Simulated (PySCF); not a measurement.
Si(H)(Br)(Me)(vinyl) (C3H7BrSi), SMILES C=C[SiH](C)Br.

Coordinates come from a PBE0-D3(BJ)/def2-SVP optimisation. One conformer was computed; it need not be the lowest.

Level of theory: PySCF with TDDFT-B3LYP/def2-SVPD.

Vertical excitations. The molecule is in vacuum.

```tsv
state	energy (eV)	λ (nm)	f	main pairs
S1	6.17	201	0.001	HOMO−2→LUMO 92 %
S2	6.21	200	0.020	HOMO−1→LUMO 52 %, HOMO→LUMO 47 %
S3	6.70	185	0.024	HOMO→LUMO+1 80 %, HOMO−1→LUMO+1 17 %
S4	6.81	182	0.006	HOMO−2→LUMO+1 67 %, HOMO−1→LUMO+1 21 %
S5	6.84	181	0.030	HOMO−3→LUMO 35 %, HOMO−2→LUMO+1 28 %, HOMO−1→LUMO+1 20 %, HOMO→LUMO+1 9 %
S6	6.88	180	0.002	HOMO−3→LUMO 50 %, HOMO−1→LUMO+1 38 %
S7	6.96	178	0.315	HOMO→LUMO 42 %, HOMO−1→LUMO 36 %
S8	7.41	167	0.034	HOMO→LUMO+2 78 %
S9	7.56	164	0.019	HOMO−1→LUMO+2 82 %
S10	7.61	163	0.039	HOMO−2→LUMO+2 94 %
T1	4.27	291	0	HOMO→LUMO 56 %, HOMO−1→LUMO 36 %
T2	5.90	210	0	HOMO−2→LUMO 67 %, HOMO−3→LUMO 29 %
T3	6.13	202	0	HOMO−1→LUMO 55 %, HOMO→LUMO 41 %
T4	6.35	195	0	HOMO→LUMO+1 53 %, HOMO−1→LUMO+1 36 %
```
Triplets are in the Tamm–Dancoff approximation, which puts them higher than full response would, so one can lie above its singlet here.
